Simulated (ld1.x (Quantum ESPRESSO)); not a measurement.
**Ag: one change to a PAW potential, before and after**

ld1.x (Quantum ESPRESSO) 7.5 input, shortened:

```
&input
   title='Ag', zed=47., rel=1, dft='PBE', iswitch=3,
   config='[Kr] 4d10 5s1 5p0'
 /
 &inputp
   pseudotype=3, lpaw=.true., tm=.true., lloc=-1, rcloc=1.70,
   nlcc=.true., new_core_ps=.true., rcore=1.15,
   which_augfun='BESSEL', rmatch_augfun=1.35
 /
6
5S  1  0   1.00   0.00  2.20  2.55  0.0
5S  1  0   0.00   1.20  2.20  2.55  0.0
4P  2  1   6.00   0.00  1.35  1.55  0.0
5P  3  1   0.00   0.00  1.35  1.55  0.0
4D  3  2  10.00   0.00  1.25  1.55  0.0
4D  3  2   0.00  -0.15  1.25  1.55  0.0
 &test
   configts(1)='4p6 4d10 5s1 5p0'
 /
```

Change: local potential all-electron potential smoothed inside 1.75 bohr (lloc = -1).

Cutoffs: the cutoffs (Ry, on a coarse ladder) from which the occupation-weighted sum of valence levels, in a spherical-Bessel basis at the reference potential, stays within 10 and 1 mRy of its value at 400 Ry; they do not see the model core or the augmentation charge, which bear on the density cutoff. Errors are all-electron minus pseudo energies relative to the spin-unpolarised reference configuration.

What does the change do?

The potential gets neither clearly harder nor softer (55 Ry and 90 Ry → 55 Ry and 90 Ry); both files keep a bound ghost (s); of the 7 tests that both files solve, the error grows in 2 and shrinks in 2 by more than 15 % and 0.3 meV (median size 2.8 → 3.3 meV).

```tsv
quantity	base	changed
cutoff, loose	55 Ry	55 Ry
cutoff, tight	90 Ry	90 Ry
bound ghosts	s	s
error for 4p6 4d10 5s0 5p0, meV [ΔE 7.76 eV]	+1.1	0.0
error for 4p6 4d9 5s0 5p0, meV [ΔE 29.87 eV]	-4.8	-6.0
error for 4p6 4d8 5s0 5p0, meV [ΔE 66.06 eV]	-41	-42
error for 4p6 4d9 5s1 5p1, meV [ΔE 8.57 eV]	-2.8	-3.3
error for 4p6 4d7 5s0 5p0, meV [ΔE 117.78 eV]	-141	-142
error for 4p6 4d10 5s0 5p1, meV [ΔE 3.87 eV]	+2.0	+0.8
error for 4p6 4d10 5s0.5 5p0, meV [ΔE 3.02 eV]	-0.4	-0.7
s: phases at 2.73 bohr within 0.05 rad from the reference energy up to (Ry; the scan ends near 5)	4.5	4.5
p: phases at 2.73 bohr within 0.05 rad from the reference energy up to (Ry; the scan ends near 5)	4.5	4.8
d: phases at 2.73 bohr within 0.05 rad from the reference energy up to (Ry; the scan ends near 5)	to the end of the scan	to the end of the scan
lowest overlap eigenvalue by channel	s 0.31, p 0.13, d 0.93	s 0.32, p 0.13, d 0.91
```

 A true bound ghost makes a file unfit for plane-wave use even where its test errors are small: the radial tests pick states by their node count and pass the ghost by.
